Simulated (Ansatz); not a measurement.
The cluster Cu3F4, relaxed as a doublet with UKS r2SCAN-D4/def2-SVP in Ansatz, starting from the GFN1-xTB geometry. Force threshold 0.02 eV/Å.

Another isomer (doublet) lies 0.03 eV lower at PBE0-D4/def2-TZVP.

Start:

```csv
atom,x (Å),y (Å),z (Å)
Cu1,1.163,0.264,-0.797
Cu2,0.122,-0.148,1.492
Cu3,-1.232,-0.328,-0.658
F4,-1.598,-1.017,1.063
F5,-0.349,1.441,0.233
F6,-0.099,-0.097,-2.186
F7,1.993,-0.116,0.854
```

| step | energy (eV) | largest force component (eV/Å) | SCF passes |
| --- | --- | --- | --- |
| 1 | -144761.3874 | 0.503 | 74 |
| 2 | -144761.4333 | 0.304 | 37 |
| 3 | -144761.4618 | 0.084 | 37 |
| 4 (rejected) | -144761.4430 | 0.278 | 43 |
| 5 | -144761.4700 | 0.040 | 36 |
| 6 (rejected) | -144761.4643 | 0.161 | 37 |
| 7 | -144761.4719 | 0.021 | 36 |
| 8 | -144761.4722 | 0.021 | 35 |
| 9 (rejected) | -144761.4722 | 0.034 | 33 |
| 10 | -144761.4723 | 0.006 | 23 |

Force components are those of the run's own axes.

End:

```xyz
7

Cu    1.229    0.137   -0.834
Cu    0.136   -0.201    1.414
Cu   -1.258   -0.241   -0.646
F    -1.574   -0.985    1.083
F    -0.415    1.367    0.255
F    -0.094   -0.066   -2.166
F     1.977   -0.011    0.894
```

By distances, no bond broke or formed. The bond that changes most is Cu1–F5, from 2.18 to 2.32 Å (atoms count from 1).

No frequencies were taken in this run, so the end may be a saddle point.

Run time 84 s (4 threads of Arm Neoverse V2 on a shared host).
